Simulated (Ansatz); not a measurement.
Total energies of C$_{2}$H$_{3}$ClFIn (`C=[CH][In]([F])[Cl]`).

```xyz
8

C    -0.002   -0.690   -1.379
C    -0.247   -0.789   -0.077
In    0.088    0.857    1.188
F     0.761    2.485    0.354
Cl   -0.182    1.165    3.459
H    -0.169   -1.530   -2.050
H     0.372    0.219   -1.839
H    -0.621   -1.717    0.344
```

Charge 0, multiplicity 1. Correlated methods include outer-core shells of In, which these sets cover unevenly. In: def2 effective core potential. All single points use the PBE0-D4/def2-TZVP geometry. It is one conformer, not always the lowest. Basis def2-TZVPP, Ansatz.

RPA on PBE orbitals: Hartree–Fock energy of these orbitals -825.70813 Eh, correlation -1.59832 Eh (frozen core).

| functional | energy without D4 (Eh) | D4 term (kJ/mol) |
| --- | --- | --- |
| B3LYP | -828.42421 | -26.9 |
| ωB97M-V | -828.20506 | – |

**Question.** Give the same for LDA (SPW92), PBE, revPBE, BLYP, r2SCAN, B97M-V, PBE0, r2SCANh, r2SCAN0, HSE06 (plane-wave form), BHLYP, CAM-B3LYP, LC-ωPBE, ωB97X-V, B2PLYP, PBE-QIDH. (Best estimate.)

**Answer.** Computed: 
```tsv
functional	energy without D4 (Eh)	D4 term (kJ/mol)
LDA (SPW92)	-825.16511	–
PBE	-827.95187	-16.5
revPBE	-828.24762	-43.2
BLYP	-828.25209	-35.1
r2SCAN	-828.29124	-4.0
B97M-V	-828.18793	–
PBE0	-827.99346	-14.2
r2SCANh	-828.26588	-4.3
r2SCAN0	-828.22954	-4.8
HSE06 (plane-wave form)	-827.97594	-13.4
BHLYP	-828.17359	-23.8
CAM-B3LYP	-828.26420	-14.7
LC-ωPBE	-828.13144	–
ωB97X-V	-828.19261	–
B2PLYP	-827.87393	–
PBE-QIDH	-827.68227	–
```

B3LYP takes the VWN-RPA correlation (the form of Gaussian; ORCA's B3LYP/G). HSE06 is the plane-wave form, built on full-range PBE exchange. The double hybrids freeze the cores in their second-order part.

LC-ωPBE has ω = 0.4 bohr⁻¹.
